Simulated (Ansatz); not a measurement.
Computed with Ansatz.

A structure relaxed at PBE0-D4/def2-TZVP, charge 0, multiplicity 1:

```json
{"atom": "C1", "x (Å)": "-1.151", "y (Å)": "-0.971", "z (Å)": "0.709"}
{"atom": "C2", "x (Å)": "-0.121", "y (Å)": "-0.251", "z (Å)": "-0.152"}
{"atom": "C3", "x (Å)": "0.294", "y (Å)": "-1.108", "z (Å)": "-1.334"}
{"atom": "Ga4", "x (Å)": "-0.657", "y (Å)": "1.670", "z (Å)": "-0.518"}
{"atom": "C5", "x (Å)": "1.073", "y (Å)": "0.175", "z (Å)": "0.680"}
{"atom": "O6", "x (Å)": "0.685", "y (Å)": "1.463", "z (Å)": "1.237"}
{"atom": "H7", "x (Å)": "-2.068", "y (Å)": "-1.168", "z (Å)": "0.149"}
{"atom": "H8", "x (Å)": "-0.766", "y (Å)": "-1.939", "z (Å)": "1.060"}
{"atom": "H9", "x (Å)": "-1.429", "y (Å)": "-0.386", "z (Å)": "1.590"}
{"atom": "H10", "x (Å)": "-0.571", "y (Å)": "-1.370", "z (Å)": "-1.949"}
{"atom": "H11", "x (Å)": "1.015", "y (Å)": "-0.600", "z (Å)": "-1.979"}
{"atom": "H12", "x (Å)": "0.746", "y (Å)": "-2.056", "z (Å)": "-1.008"}
{"atom": "H13", "x (Å)": "0.238", "y (Å)": "2.494", "z (Å)": "-1.527"}
{"atom": "H14", "x (Å)": "-2.021", "y (Å)": "2.253", "z (Å)": "0.005"}
{"atom": "H15", "x (Å)": "1.319", "y (Å)": "-0.504", "z (Å)": "1.506"}
{"atom": "H16", "x (Å)": "1.959", "y (Å)": "0.311", "z (Å)": "0.051"}
{"atom": "H17", "x (Å)": "1.454", "y (Å)": "1.986", "z (Å)": "1.480"}
```

Problem. Give its formula and SMILES.

Solution. C4H11GaO, `C[C](C)([GaH2])CO`.

Problem. Point group (tolerance 0.08 Å, 0.16 Å for H)?

Solution. C1.

Problem. Summarise the bond lengths by kind.

Solution. 3 × C–C 1.517 to 1.523 Å; 8 × C–H 1.093 to 1.099 Å; 1 × C–Ga 2.028 Å; 2 × Ga–H 1.573 to 1.581 Å; 1 × C–O 1.456 Å; 1 × H–O 0.961 Å.
